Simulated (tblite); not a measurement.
Species: C7H14P2.
Bonds: C1–C2 (double), C2–C3, C3–P4, P4–C5, C5–P6, P4–C7, C7–C8, C8–C9, C7–C9. Hydrogens: H10, H11 on C1; H12 on C2; H13, H14 on C3; H15, H16 on C5; H17, H18 on P6; H19 on C7; H20, H21 on C8; H22, H23 on C9.

Computed with GFN2-xTB (tblite), gas phase: L-BFGS steps from a force-field or distance-geometry start until the largest atomic force falls under 0.01 eV/Å.

Step 0: E = -736.9437 eV
```
atom  x, y, z in Å  |  force x, y, z in eV/Å
C1      3.4396    1.1091   -0.2219   -0.969  -0.780  -0.256
C2      2.5698    0.1598   -0.6180    1.569   0.830   1.024
C3      1.5691   -0.4826    0.2933    0.254   0.459  -0.114
P4     -0.0202   -0.0375   -0.5416   -0.697  -0.452  -0.285
C5     -0.2442    1.6923    0.0891   -0.084   0.064   0.019
P6     -1.8293    2.5164   -0.4530    0.028  -0.086  -0.074
C7     -1.1847   -0.9373    0.5676    0.203   0.077   0.064
C8     -2.5023   -1.3512   -0.0037   -0.228  -0.402   0.068
C9     -1.4440   -2.3906    0.2589   -0.408   0.339   0.160
H10     3.4208    1.5125    0.7917    0.067  -0.164  -0.458
H11     4.1581    1.5134   -0.9183   -0.065   0.069   0.178
H12     2.6482   -0.2261   -1.6262   -0.199  -0.027   0.068
H13     1.6072   -0.1065    1.3281    0.093  -0.004  -0.289
H14     1.7180   -1.5631    0.3033   -0.194  -0.055  -0.084
H15    -0.1952    1.7241    1.1771   -0.033  -0.015   0.241
H16     0.5737    2.3134   -0.2853    0.098  -0.012  -0.095
H17    -2.6939    1.4749   -0.0634    0.200   0.113  -0.257
H18    -1.7536    2.1258   -1.8094   -0.086  -0.105   0.402
H19    -1.1617   -0.6572    1.6256    0.021  -0.005  -0.228
H20    -3.3692   -1.3370    0.6508    0.114   0.016  -0.119
H21    -2.7424   -1.1200   -1.0382    0.150   0.017   0.208
H22    -0.9729   -2.8469   -0.5982    0.086   0.044   0.038
H23    -1.5957   -3.0588    1.1019    0.079   0.080  -0.210
```

Q: Estimate the geometry and energy of step 1. (The exact step hangs on the optimiser's Hessian estimate; all steps are aligned on step 0, rigid shifts and turns removed.)

A: E = -736.9922 eV, largest force 1.528 eV/Å
```
atom  x, y, z in Å  |  force x, y, z in eV/Å
C1      3.4258    1.0980   -0.2256    0.934   1.156   0.357
C2      2.5923    0.1717   -0.6034   -0.351  -1.261  -0.188
C3      1.5727   -0.4760    0.2917    0.205   0.272  -0.250
P4     -0.0302   -0.0440   -0.5457   -0.359  -0.244  -0.209
C5     -0.2454    1.6932    0.0893   -0.049  -0.009   0.026
P6     -1.8289    2.5152   -0.4540    0.043   0.015   0.008
C7     -1.1818   -0.9362    0.5685   -0.028  -0.020   0.010
C8     -2.5055   -1.3569   -0.0027   -0.071  -0.182   0.037
C9     -1.4498   -2.3858    0.2611   -0.141   0.057  -0.051
H10     3.4217    1.5101    0.7852    0.034  -0.157  -0.388
H11     4.1572    1.5144   -0.9158   -0.224  -0.036   0.287
H12     2.6454   -0.2265   -1.6252   -0.149   0.143   0.433
H13     1.6085   -0.1065    1.3240    0.052   0.041  -0.159
H14     1.7152   -1.5639    0.3021   -0.168   0.141  -0.107
H15    -0.1957    1.7239    1.1805   -0.035  -0.023   0.130
H16     0.5751    2.3132   -0.2867    0.048  -0.056  -0.070
H17    -2.6911    1.4765   -0.0671    0.155   0.061  -0.228
H18    -1.7549    2.1243   -1.8037   -0.072  -0.130   0.297
H19    -1.1614   -0.6572    1.6223    0.029   0.036  -0.109
H20    -3.3676   -1.3368    0.6491   -0.019   0.016  -0.017
H21    -2.7403   -1.1198   -1.0352    0.118   0.012   0.147
H22    -0.9717   -2.8463   -0.5976   -0.003   0.125   0.163
H23    -1.5946   -3.0576    1.0989    0.053   0.042  -0.118
```

The energy changes by -0.0485 eV. The first-order estimate −F·Δx gives -0.1219 eV and the mean of the old and new forces, exact on a quadratic surface, -0.0459 eV. The step makes an angle of 0° with the force vector and moves no atom by more than 0.029 Å.
